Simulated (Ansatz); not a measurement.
Al4Ga3⁺. The state is a singlet with charge 1. Geometry PBE-D4/def2-SVP.

```csv
atom,x (Å),y (Å),z (Å)
Al1,0.889,1.010,0.886
Al2,-1.327,0.965,-0.480
Al3,-0.504,-1.415,-1.714
Al4,-0.324,-1.283,1.088
Ga5,-1.091,1.457,2.784
Ga6,1.732,-1.616,-0.414
Ga7,0.624,0.882,-2.150
```

The restricted singlet is unstable towards broken spin symmetry in Hartree–Fock (as tested in another run); at HF/STO-3G this wasn't settled. The restricted singlet is unstable towards broken spin symmetry at other levels; at r2SCAN-D4/def2-TZVP, B97M-V/def2-TZVP, PBE0-D4/def2-SVP, CAM-B3LYP-D4/def2-TZVP this wasn't settled. Another isomer (singlet) lies 1.53 eV lower at PBE0-D4/def2-TZVP; other spin states weren't run for this one.

Q: Estimate the orbital energies around the gap (eV) in Ansatz with HF/STO-3G, r2SCAN-D4/def2-TZVP, B97M-V/def2-TZVP, PBE0-D4/def2-SVP, CAM-B3LYP-D4/def2-TZVP.

A: 
| orbital | HF/STO-3G | r2SCAN-D4/def2-TZVP | B97M-V/def2-TZVP | PBE0-D4/def2-SVP | CAM-B3LYP-D4/def2-TZVP |
| --- | --- | --- | --- | --- | --- |
| HOMO−13 | -14.32 | -24.16 | -24.54 | -27.18 | -28.34 |
| HOMO−12 | -14.24 | -24.15 | -24.53 | -27.17 | -28.33 |
| HOMO−11 | -14.23 | -24.13 | -24.52 | -27.15 | -28.31 |
| HOMO−10 | -14.17 | -24.13 | -24.51 | -27.15 | -28.31 |
| HOMO−9 | -13.38 | -16.90 | -16.68 | -18.19 | -19.63 |
| HOMO−8 | -13.04 | -14.48 | -14.20 | -15.55 | -16.91 |
| HOMO−7 | -11.22 | -14.06 | -13.81 | -15.09 | -16.40 |
| HOMO−6 | -10.53 | -12.35 | -12.14 | -13.18 | -14.25 |
| HOMO−5 | -10.15 | -12.15 | -11.90 | -13.01 | -14.17 |
| HOMO−4 | -9.68 | -10.55 | -10.36 | -11.18 | -12.06 |
| HOMO−3 | -8.91 | -10.12 | -9.98 | -10.73 | -11.56 |
| HOMO−2 | -7.27 | -9.02 | -8.86 | -9.52 | -10.15 |
| HOMO−1 | -7.10 | -8.95 | -8.83 | -9.51 | -10.14 |
| HOMO | -6.91 | -8.84 | -8.67 | -9.34 | -9.97 |
| LUMO | -0.42 | -8.02 | -7.83 | -7.48 | -6.31 |
| LUMO+1 | -0.05 | -7.36 | -7.22 | -6.88 | -5.84 |
| LUMO+2 | 0.03 | -7.26 | -7.13 | -6.81 | -5.76 |
| LUMO+3 | 0.35 | -6.95 | -6.81 | -6.48 | -5.44 |
| LUMO+4 | 0.66 | -6.66 | -6.54 | -6.20 | -5.17 |
| LUMO+5 | 1.06 | -5.74 | -5.61 | -5.22 | -4.15 |
